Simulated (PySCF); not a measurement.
# SMILES CO[C@@H]1CC=C[Se]1, C₅H₈OSe

Molfile (atoms numbered from 1):
```
C5H8OSe
     RDKit          3D

 15 15  0  0  0  0  0  0  0  0999 V2000
   -2.4592    0.2652    0.2350 C   0  0  0  0  0  0  0  0  0  0  0  0
   -1.2638   -0.4723    0.2222 O   0  0  0  0  0  0  0  0  0  0  0  0
   -0.2239    0.1456   -0.4418 C   0  0  2  0  0  0  0  0  0  0  0  0
    0.9412   -0.8355   -0.5871 C   0  0  0  0  0  0  0  0  0  0  0  0
    2.0275   -0.5152    0.3911 C   0  0  0  0  0  0  0  0  0  0  0  0
    1.9722    0.6402    1.0342 C   0  0  0  0  0  0  0  0  0  0  0  0
    0.4793    1.7254    0.6321 Se  0  0  0  0  0  2  0  0  0  0  0  0
   -2.3078    1.2390    0.7216 H   0  0  0  0  0  0  0  0  0  0  0  0
   -3.1815   -0.3169    0.8024 H   0  0  0  0  0  0  0  0  0  0  0  0
   -2.8299    0.4343   -0.7831 H   0  0  0  0  0  0  0  0  0  0  0  0
   -0.5599    0.5593   -1.4040 H   0  0  0  0  0  0  0  0  0  0  0  0
    0.5521   -1.8406   -0.4093 H   0  0  0  0  0  0  0  0  0  0  0  0
    1.3418   -0.7992   -1.6036 H   0  0  0  0  0  0  0  0  0  0  0  0
    2.8231   -1.2298    0.5316 H   0  0  0  0  0  0  0  0  0  0  0  0
    2.6845    1.0085    1.7519 H   0  0  0  0  0  0  0  0  0  0  0  0
  1  2  1  0
  2  3  1  0
  3  4  1  0
  4  5  1  0
  5  6  2  0
  6  7  1  0
  7  3  1  0
  1  8  1  0
  1  9  1  0
  1 10  1  0
  3 11  1  6
  4 12  1  0
  4 13  1  0
  5 14  1  0
  6 15  1  0
M  END
```

Level of theory: GIAO HF/pcSseg-1 magnetisability, rotational g tensor and spin-rotation constants, non-relativistic, gas phase in PySCF. Geometry: GFN2-xTB.

The calculation is non-relativistic, which matters for the atoms heavier than Zn.

(1) Give the nuclear spin-rotation constants along the inertial axes (H = +C I·J) beside the isotropic shieldings.

(2) How do the rotational constants and the g tensor change when H8, H9, H10, H11, H12, H13, H14, H15 are replaced by deuterium?

Answers

(1) Rotational constants 2.5213, 1.7595, 1.1357 GHz. A star marks the isotopologue with that one atom substituted, in its own axes.
```csv
atom,isotope,Caa (kHz),Cbb (kHz),Ccc (kHz),mean (kHz),σ (ppm)
H8,1H,-0.160,0.009,-0.122,-0.091,28.7
H9,1H,-0.083,-0.191,-0.025,-0.100,28.6
H10,1H,-0.187,-0.207,0.018,-0.125,29.3
H11,1H,-0.205,-0.157,0.037,-0.108,27.0
H12,1H,-0.148,-0.062,-0.092,-0.101,29.2
H13,1H,-0.268,-0.150,0.017,-0.134,29.2
H14,1H,-0.111,0.017,-0.107,-0.067,26.4
H15,1H,0.103,-0.161,-0.080,-0.046,25.8
C1,13C*,0.447,0.294,0.231,0.324,139.5
O2,17O*,-0.235,-0.117,-0.101,-0.151,295.1
C3,13C*,0.526,0.418,0.300,0.415,104.5
C4,13C*,0.385,0.276,0.219,0.294,150.6
C5,13C*,0.992,0.503,0.258,0.585,61.7
C6,13C*,1.007,0.526,0.251,0.595,59.6
Se7,77Se*,2.919,4.238,1.890,3.016,1512.7
```
For the geometry as given, no vibrational averaging.

(2) Constants 2.2058, 1.5101, 0.9990 GHz; g -0.0123, -0.0114, -0.0023, against -0.0136, -0.0134, -0.0027 before.
